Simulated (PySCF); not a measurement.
Task: What does the PBE0-D3(BJ)/def2-SVP structure of `N#CC[C@@]12CC[C@@H]1[C@@H]2CN` look like in three dimensions?

Result: 
```
atom  x, y, z in Å
N1    -1.9694   -3.5164   -1.8908
C2    -2.1677   -2.5173   -1.3416
C3    -2.3828   -1.2445   -0.6568
C4    -1.1303   -0.4107   -0.6142
C5    -0.5909    0.3757   -1.8081
C6    -0.2101    1.5362   -0.8533
C7    -0.7601    0.7342    0.3231
C8    -0.0771   -0.6014    0.4338
C9     1.3961   -0.8429    0.1894
N10    2.2679   -0.4442    1.2771
H11   -3.1943   -0.7065   -1.1753
H12   -2.7394   -1.4542    0.3644
H13   -1.3928    0.6628   -2.5033
H14    0.2135   -0.1009   -2.3895
H15   -0.7890    2.4478   -1.0538
H16    0.8555    1.8117   -0.8008
H17   -1.3431    1.1482    1.1503
H18   -0.4623   -1.1745    1.2874
H19    1.7220   -0.3226   -0.7246
H20    1.5528   -1.9147   -0.0159
H21    2.1101    0.5371    1.5012
H22    2.0331   -0.9618    2.1221
```

Any rigid rotation of these coordinates is as good. Atoms count from 1 in this order. The 4-membered ring C4–C5–C6–C7 has internal angles of 89.5° to 90.5°; it is planar, 0.00 Å rms from its mean plane, widest ring torsion 0°. Of the pairs four or more bonds apart, C5···H19 is among the closest relative to their van der Waals radii: 2.65 Å, 91 % of the sum of Bondi's values. The 3-membered ring C4–C7–C8 has internal angles of 59.3° to 61.1°. The 2 C–N bonds span 1.157 Å (N1≡C2, drawn triple) to 1.450 Å (C9–N10, drawn single), a spread of 0.293 Å.

Bonds between heavy atoms (Å): N1≡C2 1.157, C2–C3 1.461, C3–C4 1.505, C4–C5 1.528, C5–C6 1.550, C6–C7 1.526, C7–C8 1.504, C8–C9 1.513, C9–N10 1.450, C4–C7 1.525, C4–C8 1.498.

The calculation used PBE0-D3(BJ)/def2-SVP geometry optimisation, gas phase in PySCF 2.14.0.

Point group: C1 (no symmetry element, even within 0.4 Å). No PBE0-D3(BJ)/def2-SVP frequencies stand behind this structure, so it isn't proved a minimum. The numbers are those of one conformer (C2–C3–C4–C5 77°, C7–C8–C9–N10 78°, C8–C9–N10–H -56° and 60°).
